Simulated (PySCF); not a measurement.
C₄H₇ClSi, SMILES CC([SiH2]Cl)=C=C.

Coordinates come from a TPSSh-D3(BJ)/def2-SVP optimisation. The structure was generated by enumeration, and PubChem lists no compound with its InChIKey, so it may never have been made. One conformer was computed; it need not be the lowest.

Two levels are set side by side: PBE/def2-TZVP (PySCF) and B3LYP/def2-TZVP (PySCF). Same geometry, gas phase. Differences are taken from unrounded values.

```
quantity                     B3LYP
---------------------------  -----
orbital gap (eV)              6.68
highest occupied level (eV)  -7.37
lowest empty level (eV)      -0.69
dipole moment (D)             1.81
mean polarisability (bohr³)   89.7
```

Problem. What does PBE give, and how far is it from B3LYP? (An estimate is asked for; the answer gives what the named calculation found.)

Solution. 
| quantity | PBE | PBE minus B3LYP |
|---|---|---|
| orbital gap (eV) | 5.01 | -1.66 |
| highest occupied level (eV) | -6.45 | 0.92 |
| lowest empty level (eV) | -1.43 | -0.74 |
| dipole moment (D) | 1.76 | -0.05 |
| mean polarisability (bohr³) | 92.0 | 2.3 |

Without exact exchange PBE keeps part of each electron's self-repulsion, which lifts occupied levels and narrows the gap. Differences between two approximate levels are no errors against the true value.

Rough cost on one machine, each run with all the roots and properties that it gave: B3LYP against PBE within a factor of 2.
